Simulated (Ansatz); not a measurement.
Computed with Ansatz on PBE0-D4/def2-TZVP structures; ΔE is electronic, products minus reactants. CCSD(T)/CBS adds triple-zeta CCSD(T) − MP2 to the extrapolated MP2 energy (def2 sets, frozen cores). Functionals use def2-TZVPP. Open shells (•) are unrestricted, without spin–orbit coupling. Spin–orbit coupling would lower the free atoms: clearly for Br. For Br outer-core shells are correlated without core-valence functions, so the limit isn't a true one: a few kJ/mol of doubt a bond, and 10 to 20 or more in all where bonds break to atoms. Scalar relativity is left out up to krypton.

`FC(F)Br` → Br• + `F[CH]F`•  (homolysis of the Br–C bond)

Task: What is ΔE at CCSD(T)/CBS? (An estimate is asked.)

Result: The calculation gave: +3.32 eV.

Task: What do these levels give: revPBE-D4, BHLYP-D4, ωB97M-V, BLYP, r2SCANh, SCS-MP2/def2-TZVPP? (An estimate is asked.)

Result: Ansatz gave: revPBE-D4 3.18, BHLYP-D4 2.87, ωB97M-V 3.21, BLYP 2.95, r2SCANh 3.09, SCS-MP2/def2-TZVPP 3.23 eV.

Largest T1 diagnostic among the species: 0.015.

In def2-TZVPP, CCSD(T) changes the Hartree–Fock value by +1.39 eV (the triples alone add +0.14 eV) and MP2 by +1.59 eV; breaking electron pairs costs correlation energy, which Hartree–Fock lacks. At CCSD(T), def2-SVP lies −0.44 eV from the extrapolated value and def2-TZVPP −0.17 eV: correlation converges slowly with the basis, and small sets miss more of it in the bonded molecule than in its fragments.
